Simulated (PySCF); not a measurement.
# Hartree-Fock beside MP2: AlCCl2H2

Calculated results; nothing here was measured. The program is PySCF 2.14.0, an open-source quantum chemistry code, run on an isolated molecule that a program drew, which may never have been made. The molecule is AlCCl2H2 (charge 0, doublet), drawn as the SMILES string `[CH2][Al]([Cl])[Cl]`.

The geometry was optimised and harmonic frequencies were computed with HF and MP2, all in the cc-pV(D+d)Z basis, for the commonest isotopes, with a restricted reference for singlets and an unrestricted one otherwise, and a frozen core in MP2. Each result is a local minimum of its method.

Geometry at the HF minimum:
```xyz
6
AlCCl2H2, angstrom
C    -0.6499   -0.1366    0.6642
Al   -2.2387   -0.8771    1.4111
Cl   -3.9250   -1.2545    0.2192
Cl   -2.3624   -1.3434    3.4541
H    -0.5463    0.1183   -0.3884
H     0.2439    0.0733    1.2479
```

Lengths of the bonds as drawn, in Å (atoms numbered as above):
| bond | HF | MP2 |
|---|---|---|
| C1-Al2 | 1.905 | 1.910 |
| Al2-Cl3 | 2.099 | 2.098 |
| Al2-Cl4 | 2.099 | 2.098 |
| C1-H5 | 1.088 | 1.098 |
| C1-H6 | 1.088 | 1.098 |

Rotational constants, in GHz:
| constant | HF | MP2 |
|---|---|---|
| A | 4.289 | 4.308 |
| B | 2.222 | 2.211 |
| C | 1.464 | 1.461 |

Harmonic frequencies in cm^-1, each column in rising order, so a row needn't be the same motion in every method:
```
rank    HF   MP2
   1   164   158
   2   168   161
   3   215   210
   4   225   218
   5   439   435
   6   581   580
   7   642   632
   8   722   693
   9   773   761
  10  1478     ?
  11  3255  3177
  12  3347  3277
```

**Estimate the missing MP2 frequency from the HF column.**

A single factor s that minimises the squared misfit of MP2 against s times HF over the other rows is sum(HF x MP2) / sum(HF^2) = 0.9778, with an rms misfit of 6 cm^-1. For rank 10 it gives 0.9778 x 1478 = 1445 cm^-1. The calculation gives 1394 cm^-1, 51 cm^-1 below the estimate. The drawn bonds are on average 0.4 % longer in MP2 than in HF.
